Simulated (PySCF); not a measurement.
ClHMoOS2, multiplicity 1. Atoms are numbered in the order given.

```xyz
6

Mo     0.1840     0.0610    -0.1453
O      1.2811     0.2917    -1.3856
S      1.2201    -0.3312     1.6612
Cl    -1.1583     1.8824     0.1085
S     -1.0242    -1.8413    -0.7353
H     -1.4195    -2.1364     0.5282
```

Geometry: B3LYP-D3(BJ)/def2-SVP. The multiplicity is an assumed one; no other spin state was optimised. The structure was generated by enumeration; whether it is a known compound was not checked. The def2 effective core potentials stand for the cores of Mo; spin–orbit coupling is left out. The values are those of a single conformer.

Level of theory: TDA-PBE0/def2-SVPD (PySCF 2.14.0).

Vertical excitations. The molecule is in vacuum.

Computed excitation energies, oscillator strengths and character:
```json
[
 {"state": "S1", "energy (eV)": "2.87", "λ (nm)": "432", "f": "0.000", "main pairs": "HOMO→LUMO+1 55 %, HOMO−1→LUMO 18 %, HOMO−1→LUMO+1 16 %, HOMO→LUMO 9 %"},
 {"state": "S2", "energy (eV)": "3.03", "λ (nm)": "409", "f": "0.002", "main pairs": "HOMO→LUMO 39 %, HOMO→LUMO+1 35 %, HOMO−1→LUMO 22 %"},
 {"state": "S3", "energy (eV)": "3.34", "λ (nm)": "371", "f": "0.035", "main pairs": "HOMO−1→LUMO 48 %, HOMO→LUMO 25 %, HOMO−2→LUMO 13 %, HOMO−1→LUMO+1 8 %"},
 {"state": "S4", "energy (eV)": "3.63", "λ (nm)": "342", "f": "0.019", "main pairs": "HOMO−1→LUMO+1 58 %, HOMO−2→LUMO+1 12 %, HOMO→LUMO 10 %"},
 {"state": "S5", "energy (eV)": "4.07", "λ (nm)": "304", "f": "0.009", "main pairs": "HOMO−2→LUMO 59 %, HOMO−3→LUMO 11 %"},
 {"state": "S6", "energy (eV)": "4.13", "λ (nm)": "300", "f": "0.000", "main pairs": "HOMO→LUMO+2 77 %, HOMO−1→LUMO+2 19 %"},
 {"state": "S7", "energy (eV)": "4.23", "λ (nm)": "293", "f": "0.010", "main pairs": "HOMO−2→LUMO+1 51 %, HOMO−1→LUMO+2 17 %, HOMO−3→LUMO 10 %"},
 {"state": "S8", "energy (eV)": "4.38", "λ (nm)": "283", "f": "0.019", "main pairs": "HOMO−1→LUMO+2 40 %, HOMO−4→LUMO 23 %, HOMO−3→LUMO 10 %, HOMO−2→LUMO 9 %"},
 {"state": "S9", "energy (eV)": "4.51", "λ (nm)": "275", "f": "0.003", "main pairs": "HOMO−3→LUMO+1 75 %"},
 {"state": "S10", "energy (eV)": "4.62", "λ (nm)": "268", "f": "0.023", "main pairs": "HOMO−4→LUMO 51 %, HOMO−3→LUMO 9 %"},
 {"state": "T1", "energy (eV)": "2.44", "λ (nm)": "507", "f": "0", "main pairs": "HOMO→LUMO 61 %, HOMO→LUMO+1 29 %"},
 {"state": "T2", "energy (eV)": "2.50", "λ (nm)": "495", "f": "0", "main pairs": "HOMO−1→LUMO+1 75 %, HOMO→LUMO+1 14 %"},
 {"state": "T3", "energy (eV)": "2.66", "λ (nm)": "465", "f": "0", "main pairs": "HOMO−1→LUMO 64 %, HOMO→LUMO 17 %"},
 {"state": "T4", "energy (eV)": "2.70", "λ (nm)": "460", "f": "0", "main pairs": "HOMO→LUMO+1 38 %, HOMO−1→LUMO 31 %, HOMO→LUMO 18 %"}
]
```
Triplets are in the Tamm–Dancoff approximation.
